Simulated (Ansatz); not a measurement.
Frontier orbitals of GeH$_{5}$Sb (`[GeH3][SbH2]`).

Charge 0, multiplicity 1. Correlated methods include outer-core shells of Ge, Sb, which these sets cover unevenly. Scalar relativity is left out up to krypton. Sb takes the def2 core potential. The structure was optimised at the PBE0-D4/def2-TZVP level. Basis def2-TZVPP, Ansatz.

```
functional  HOMO (eV)  LUMO (eV)  gap (eV)
       PBE      -6.27      -1.37      4.90
    r2SCAN      -6.51      -1.12      5.39
      PBE0      -7.22      -0.62      6.60
     BHLYP      -8.04       0.12      8.16
 CAM-B3LYP      -8.39       0.25      8.64
   ωB97M-V      -9.20       0.98     10.18
```

From PBE to PBE0 the HOMO moves by −0.95 eV and the LUMO by +0.75 eV, and with ωB97M-V by −2.93 and +2.35 eV, so the gap grows from 4.91 to 10.18 eV with exact exchange. A positive LUMO is unbound and depends on the basis.
